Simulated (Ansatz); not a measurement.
One change: `FC(F)(F)C(F)(F)Br` becomes `FC(F)C(F)(F)F`.

Ansatz, PBE0-D4/def2-TZVP geometries, multiplicity 1. 

Scalar relativity is left out up to krypton.

```json
{"property": "HOMO energy (PBE0/def2-TZVPP) / eV", "`FC(F)(F)C(F)(F)Br`": "-9.26"}
{"property": "zero-point energy (PBE0-D4/def2-TZVP) / kJ/mol", "`FC(F)(F)C(F)(F)Br`": "71.2"}
{"property": "ideal-gas entropy at 298 K and 1 bar (rigid rotor, harmonic PBE0-D4/def2-TZVP) / J/(mol·K)", "`FC(F)(F)C(F)(F)Br`": "368"}
{"property": "size of the dipole moment (B3LYP/def2-TZVPP) / D", "`FC(F)(F)C(F)(F)Br`": "0.55"}
{"property": "HOMO–LUMO gap (B3LYP/def2-TZVPP) / eV", "`FC(F)(F)C(F)(F)Br`": "7.65"}
{"property": "LUMO energy (ωB97M-V/def2-TZVPP) / eV", "`FC(F)(F)C(F)(F)Br`": "1.17"}
```

What does the change do to each property? (An estimate is asked.)

The calculation gave: 
| property | `FC(F)C(F)(F)F` | shift |
| --- | --- | --- |
| HOMO energy (PBE0/def2-TZVPP) / eV | -10.50 | -1.24 |
| zero-point energy (PBE0-D4/def2-TZVP) / kJ/mol | 99.7 | 28.5 |
| ideal-gas entropy at 298 K and 1 bar (rigid rotor, harmonic PBE0-D4/def2-TZVP) / J/(mol·K) | 333 | -35 |
| size of the dipole moment (B3LYP/def2-TZVPP) / D | 1.49 | 0.94 |
| HOMO–LUMO gap (B3LYP/def2-TZVPP) / eV | 11.37 | 3.72 |
| LUMO energy (ωB97M-V/def2-TZVPP) / eV | 3.04 | 1.87 |

With PBE0 the HOMO falls by 1.24 eV and the LUMO rises by 2.48 eV, so the gap widens by about 3.72 eV. PBE moves the HOMO by -0.81 eV and ωB97M-V by -1.36 eV. Dipoles are sizes alone; their direction can turn.

B3LYP here is the variant with VWN-RPA as its local correlation; programs differ in this.

Spin–orbit coupling is left out; it splits and shifts lone-pair levels of the heavy atoms by tenths of an eV.
